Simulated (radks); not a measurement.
Values are calculated unless marked as measured or tabulated.
Task: Ionisation of neutral dysprosium, [Xe] 4f10 6s2, to Dy+, [Xe] 4f10 6s1, under several functionals. Dirac Kohn-Sham, spin-unpolarised, spherical densities, finite nucleus; open shells fill j = l - 1/2 first; a radial shooting solver on a logarithmic mesh with Libxc functionals. The NIST Atomic Spectra Database gives 5.939 eV (measured). Rank these functionals by the error of their Delta-SCF ionisation energy: XLYP; PW91; RPBE; B86b exchange with PBE correlation; exchange-only LDA; LDA (Slater exchange, VWN5 correlation).

Result: From best to worst: RPBE 6.132 eV (+0.193); XLYP 6.211 eV (+0.272); B86b exchange with PBE correlation 6.262 eV (+0.323); PW91 6.272 eV (+0.333); exchange-only LDA 5.581 eV (-0.358); LDA (Slater exchange, VWN5 correlation) 6.444 eV (+0.505). Spin polarisation and multiplet splitting are left out, so open shells lie too high by an amount that depends on their filling.

Beside tabulated values, note that spin-unpolarised runs miss the spin-polarisation part of the exchange energy of open shells.
